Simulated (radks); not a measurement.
Question: Cr1.25+, 22.75 electrons, occupied as [Ar] 4s(up 0.5, down 0.5) 3d(up 2.5, down 1.25) (fractional occupations, a model configuration). Calculated with a radial shooting solver on a logarithmic mesh with Libxc functionals: non-relativistic Kohn-Sham, BLYP, spin-polarised, spherical densities, point nucleus. Some entries of the table are withheld. Estimate them.

orbital,occ.,eigenvalue (hartree),r(max) (bohr),<r^2> (bohr^2)
1s down,1,-215.0508,0.04224,0.005526
1s up,1,-215.0507,0.04224,0.005526
2s up,1,-24.78099,0.2462,0.1036
2s down,1,-24.76255,0.2461,0.1035
2p up,3,-21.15237,0.1987,0.08384
2p down,3,-21.13838,0.1987,0.08373
3s up,1,-3.25211,0.7811,0.9412
3s down,1,-3.20432,0.7813,0.9441
3p up,3,-2.24060,0.7961,(1)
3p down,3,-2.19407,0.7966,(2)
3d up,2.5,-0.65435,0.8079,1.932
3d down,1.25,-0.61356,0.8116,2.028
4s up,0.5,-0.50176,2.426,9.059
4s down,0.5,-0.49115,2.455,9.296

Answer: 
(1) 3p up <r^2> (bohr^2): 1.075
(2) 3p down <r^2> (bohr^2): 1.082
